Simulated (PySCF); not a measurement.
Excitation energy of Mo²⁺ by level of theory

Mo²⁺ [Kr] 4d4 (5D) → Mo²⁺ [Kr] 4d3 5s1 (5F), as a difference of total energies. All numbers are calculated (PySCF 2.14, scalar relativity through the core potential, in aug-cc-pwCVDZ-PP with ECP28MDF). Correlated levels: valence: 4s2 4p6 frozen; valence and next inner shell: nothing frozen outside the core potential. The calculations carry no spin-orbit coupling.

| method | excitation energy (eV) |
| --- | --- |
| UHF | 3.923 |
| LDA | 3.708 |
| PBE | 3.768 |
| r2SCAN | 3.721 |
| PBEsol | 3.799 |
| CAM-B3LYP | 3.839 |
| BP86 | 3.724 |
| TPSSh | 3.852 |
| MP2 (valence) | 4.103 |
| SCS-MP2 (valence) | 3.983 |
| MP2 (valence and next inner shell) | 3.914 |

**Question.** Estimate what SCS-MP2 (valence and next inner shell) gives.

**Answer.** 3.869 eV, closest to TPSSh among the rows shown.

**Question.** Estimate what PBE0 gives.

**Answer.** 3.968 eV, closest to SCS-MP2 (valence) among the rows shown.
